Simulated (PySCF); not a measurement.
## Correlation energy of Nd⁺ (neodymium, charge +1)

[Xe] 4f3 5d1 6s1, one real determinant (an excited configuration). All numbers are calculated (PySCF 2.14, scalar relativity by spin-free X2C-1e, in cc-pVDZ-X2C (8s7p5d3f1g, 84 functions)). Frozen: [Kr] 4d10; 13 electrons correlated.

MP2 pair energies summed by pair of shells (mhartree):

```json
{"pair": "5p-5p", "energy": "-110.76", "share (%)": "39.6"}
{"pair": "4f-5p", "energy": "-53.64", "share (%)": "19.2"}
{"pair": "5s-5p", "energy": "-32.53", "share (%)": "11.6"}
{"pair": "5p-5d", "energy": "-24.68", "share (%)": "8.8"}
{"pair": "5p-6s", "energy": "-17.48", "share (%)": "6.3"}
{"pair": "4f-4f", "energy": "-10.42", "share (%)": "3.7"}
{"pair": "4f-5s", "energy": "-9.93", "share (%)": "3.6"}
{"pair": "5s-5s", "energy": "-5.81", "share (%)": "2.1"}
{"pair": "4f-5d", "energy": "-5.00", "share (%)": "1.8"}
{"pair": "5d-6s", "energy": "-3.13", "share (%)": "1.1"}
{"pair": "5s-5d", "energy": "-3.01", "share (%)": "1.1"}
{"pair": "4f-6s", "energy": "-2.34", "share (%)": "0.8"}
{"pair": "5s-6s", "energy": "-0.90", "share (%)": "0.3"}
```

Total MP2 correlation energy: -279.65 mhartree.

Same-spin part -95.50 and opposite-spin part -184.15 mhartree; SCS-MP2 scales them by 1/3 and 6/5 to -252.81 mhartree.

The reference is one real determinant that mixes LS terms of this configuration.
